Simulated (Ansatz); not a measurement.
Relaxation of C3H11BSn (16 atoms, charge 0, multiplicity 1), to a largest force component of 0.015 eV/Å in at most 40 steps.

Computed with RHF/def2-SVP (Ansatz 0.2.0).

```xyz
16
Properties=species:S:1:pos:R:3
B -0.792 1.664 2.205
Sn -1.167 0.898 0.154
C 0.573 -0.142 -0.498
C 0.966 -1.292 0.464
C 0.421 -0.646 -1.934
H 0.190 1.542 2.741
H -1.671 2.321 2.735
H -2.476 -0.194 0.163
H -1.488 2.233 -0.911
H 1.460 0.571 -0.431
H 0.237 -2.022 0.594
H 1.170 -0.797 1.488
H 1.952 -1.661 0.165
H 1.312 -1.145 -2.248
H -0.440 -1.357 -1.972
H 0.232 0.257 -2.571
```

Task: Where does it end, and by what steps?

Result: The run converged. After 6 steps the energy has fallen by 0.522 eV; H6 moved furthest, 0.26 Å.

```csv
step,energy less start (eV),largest force component (eV/Å),accepted
0,0.0000,3.702,yes
1,-0.4260,0.847,yes
2,-0.4931,0.362,yes
3,-0.5041,0.219,yes
4,-0.5202,0.095,yes
5,-0.5221,0.018,yes
6,-0.5224,0.004,yes
```

```xyz
16
Properties=species:S:1:pos:R:3
B -0.893 1.812 2.313
Sn -1.131 0.930 0.214
C 0.631 -0.154 -0.510
C 1.031 -1.289 0.437
C 0.437 -0.656 -1.944
H 0.107 1.663 2.960
H -1.781 2.450 2.806
H -2.470 -0.154 0.199
H -1.489 2.189 -0.904
H 1.437 0.586 -0.514
H 0.249 -2.049 0.511
H 1.237 -0.928 1.448
H 1.936 -1.793 0.083
H 1.342 -1.153 -2.309
H -0.378 -1.381 -2.011
H 0.211 0.158 -2.636
```

Whether the end is a true minimum wasn't checked by a vibrational analysis.

Time of the run: 11 s on 2 threads of AMD EPYC 9R45 96-Core Processor (Zen 5), with other jobs on the host, peak memory 0.4 GiB.
